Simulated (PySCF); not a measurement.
Excitations are Tamm–Dancoff values on a coarser integration grid. The basis has no diffuse functions, so Rydberg states are missing or too high.

Cartesian coordinates (Å):
SMILES: N=BBN
```xyz
8

N      2.2803    -0.0493     0.3540
B      1.0966    -0.1945     0.0131
B     -0.4970    -0.3951    -0.4494
N     -1.4975     0.3924     0.0982
H      3.2313     0.0565     0.6142
H     -0.8169    -1.2176    -1.2592
H     -2.4669     0.2988    -0.1558
H     -1.3299     1.1087     0.7848
```
Charge 0, multiplicity 1.

### Question
What is the computed S1–T1 gap (TDA), LUMO and S1 excitation (TDA) (PBE0-D4/def2-TZVP in PySCF)?

### Answer

```json
{
  "S1–T1 gap (TDA)": "0.69 eV",
  "LUMO": "-0.88 eV",
  "S1 excitation (TDA)": "5.49 eV"
}
```
